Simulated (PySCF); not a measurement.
## Ionising InBi

UHF-CCSD; PySCF, scalar-relativistic core potentials, basis sets In def2-SVP with ECP28, Bi def2-SVP with ECP60. Neutral (UHF): triplet (π ↑↑), Re = 3.059 Å, ωe = 122 cm⁻¹, De = 1.11 eV.

InBi⁺ (UHF): quartet (σ ↑, π ↑↑), Re = 3.350 Å, ωe = 62.4 cm⁻¹. The energies at the minima are -402.97413 hartree for InBi and -402.74787 for InBi⁺.

Problem. Work out the adiabatic ionisation energy, without and with harmonic zero-point energies (1 hartree = 27.2114 eV, 1 eV = 8065.5 cm⁻¹), and the change of the bond length.

Solution. At UHF-CCSD: 0.22626 hartree = 6.157 eV between the minima; the zero-point term (62.4 − 122.0)/2 cm⁻¹ = -0.004 eV makes it 6.153 eV. Re changes by +29.1 pm against the neutral. The electron leaves a σ orbital, and the longer bond of the ion fits a bonding orbital, or a change in how ionic the bond is.

Correlated steps freeze 8 core orbitals. Correlated levels converge slowly with the basis: in double zeta they bind strong bonds too weakly, by up to about 1 eV, and carry superposition errors of some tenths. Spin–orbit coupling is left out, which matters for elements this heavy, above all for dissociation energies. States were picked by a PBE0 search and need not be the measured ground states.
